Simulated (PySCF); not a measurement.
C₈H₁₀OSi, SMILES c1c(cc(O[SiH3])cc1)C=C, GFN2-xTB optimised geometry. Atoms within 1.6 Å of the plane z = 0.0 Å (x, y, z in Å): C1 (-3.54, -1.92, -0.15), C2 (-2.24, -1.73, -0.01), C3 (-1.54, -0.44, 0.00), C4 (-2.21, 0.78, 0.01), C5 (-1.50, 1.97, 0.01), C6 (-0.11, 1.96, 0.01), C7 (0.57, 0.74, 0.00), O8 (1.92, 0.77, 0.00), Si9 (3.08, -0.37, -0.01), C10 (-0.15, -0.44, 0.00), H11 (-3.97, -2.91, -0.14), H12 (-4.24, -1.11, -0.28), H13 (-1.59, -2.59, 0.11), H14 (-3.29, 0.81, 0.02), H15 (-2.02, 2.91, 0.02), H16 (0.45, 2.88, 0.01), H17 (4.24, 0.50, -0.01), H18 (2.98, -1.21, 1.19), H19 (2.98, -1.21, -1.20), H20 (0.39, -1.38, 0.00).

Computed with PBE/def2-SVP in PySCF 2.14.0. Cells within 0.4 Å of a nucleus heavier than hydrogen are left out (blank, or x).

Map of the Laplacian of the electron density (e/bohr⁵), clipped to [-1.50, 1.50] on the plane z = 0.0 Å:

```
|5555555555555555555555555|
|5555555555555555555555555|
|5555555555555555555555555|
|5555555555555555555555555|
|5555555555555555555555555|
|5555555555555555555555555|
|5555555545555555555555555|
|5555555523554055555555555|
|555555555x32x555555555555|
|555555554x44x456555555555|
|55555533x4554x52x65555555|
|55555533x4554x4xx55405555|
|5555555542552456599445555|
|555555555x16x55559x655555|
|5555345533553355556555555|
|55555642x5555455555555555|
|55555x7443555555555555555|
|5555515550555555555555555|
|5555555555555555555555555|
|5555555555555555555555555|
|5555555555555555555555555|
|5555555555555555555555555|
|5555555555555555555555555|
|5555555555555555555555555|
|5555555555555555555555555|
```
Scale: ten equal steps from -1.50 (start of '0') to 1.50 (end of '9'), in the order '0123456789'; x runs from -6.50 to 6.50, y from -6.50 (bottom) to 6.50 (top).
